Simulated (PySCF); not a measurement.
Ground-state electric properties of a mixed set of molecules.

All values: CAM-B3LYP/def2-SVPD (PySCF) at GFN2-xTB geometries, gas phase, one conformer each. Core orbitals are frozen in the response; Δα² is half the sum of the squared differences of the principal polarisabilities.

Question: Rank by dipole moment, highest first.
A. `CP(C)(C)=S` (trimethylphosphine sulfide)
B. `[CH2:1]=[CH:2][S:3][C:4]#[N:5]` with C1–C2–S3–C4 0°
C. isothiazole, `c1cnsc1`
D. `[CH3:1][CH2:2][C@@H:3]([O:4][CH3:5])[C:6](=[O:7])[F:8]` with C1–C2–C3–O4 67°, C2–C3–O4–C5 -169°, C2–C3–C6–O7 -110°
E. `O=C1C(O[Si](O1)(C)F)=O`
F. `[O:1]=[CH:2][c:3]1[cH:4][cH:5][cH:6][c:7]([Cl:8])[cH:9]1` with O1–C2–C3–C4 0° (meta-chlorobenzaldehyde)

Answer: E (5.78 D), A (5.07 D), B (3.68 D), D (2.80 D), C (2.44 D), F (2.03 D).

Question: Rank by mean static polarisability, highest first.
A. `CSCc1ccco1`
B. `N#C[C@@H]1CS1`
C. `O=CC1=CC=CC(Cl)=C1`
D. `C=CSC#N`
E. `C[Si]1(F)OC(=O)C(=O)O1`
F. `CC[C@@H](OC)C(=O)F`

Answer: C (14.47 Å³), A (13.71 Å³), F (10.19 Å³), E (9.64 Å³), D (8.66 Å³), B (8.40 Å³).

All values together:

| SMILES | formula | μ (D) | HOMO (eV) | LUMO (eV) | α (Å³) | Δα (Å³) | electrons | α per electron (Å³) |
| --- | --- | --- | --- | --- | --- | --- | --- | --- |
| CC[C@@H](OC)C(=O)F | C5H9FO2 | 2.80 | -9.61 | 0.46 | 10.19 | 2.18 | 64 | 0.159 |
| N#C[C@@H]1CS1 | C3H3NS | 3.83 | -8.82 | -0.13 | 8.40 | 3.37 | 44 | 0.191 |
| C[Si]1(F)OC(=O)C(=O)O1 | C3H3FO4Si | 5.78 | -10.22 | -1.32 | 9.64 | 4.08 | 76 | 0.127 |
| O=Cc1cccc(Cl)c1 | C7H5ClO | 2.03 | -8.82 | -1.18 | 14.47 | 10.18 | 72 | 0.201 |
| CP(C)(C)=S | C3H9PS | 5.07 | -7.61 | 0.88 | 12.56 | 2.21 | 58 | 0.217 |
| c1cnsc1 | C3H3NS | 2.44 | -8.92 | 0.07 | 8.25 | 4.20 | 44 | 0.188 |
| CSCc1ccco1 | C6H8OS | 1.30 | -7.47 | 0.88 | 13.71 | 4.92 | 68 | 0.202 |
| FCCC1OCCO1 | C5H9FO2 | 2.36 | -8.97 | 1.31 | 9.92 | 2.60 | 64 | 0.155 |
| C=CSC#N | C3H3NS | 3.68 | -8.70 | 0.26 | 8.66 | 4.28 | 44 | 0.197 |

Conformers: `[CH3:1][CH2:2][C@@H:3]([O:4][CH3:5])[C:6](=[O:7])[F:8]` with C1–C2–C3–O4 67°, C2–C3–O4–C5 -169°, C2–C3–C6–O7 -110°; `[O:1]=[CH:2][c:3]1[cH:4][cH:5][cH:6][c:7]([Cl:8])[cH:9]1` with O1–C2–C3–C4 0°; `[CH3:1][S:2][CH2:3][c:4]1[cH:5][cH:6][cH:7][o:8]1` with C1–S2–C3–C4 63°, S2–C3–C4–C5 75°; `[F:1][CH2:2][CH2:3][CH:4]1[O:5][CH2:6][CH2:7][O:8]1` with F1–C2–C3–C4 -68°, C2–C3–C4–O5 175°, C3–C4–O5–C6 136°, C4–O5–C6–C7 5°, O5–C6–C7–O8 -24°, C6–C7–O8–C4 34°; `[CH2:1]=[CH:2][S:3][C:4]#[N:5]` with C1–C2–S3–C4 0°.

Question: How closely does the mean polarisability follow the number of electrons in this set?

Answer: The correlation coefficient is 0.64; α per electron runs from 0.127 to 0.217 Å³.
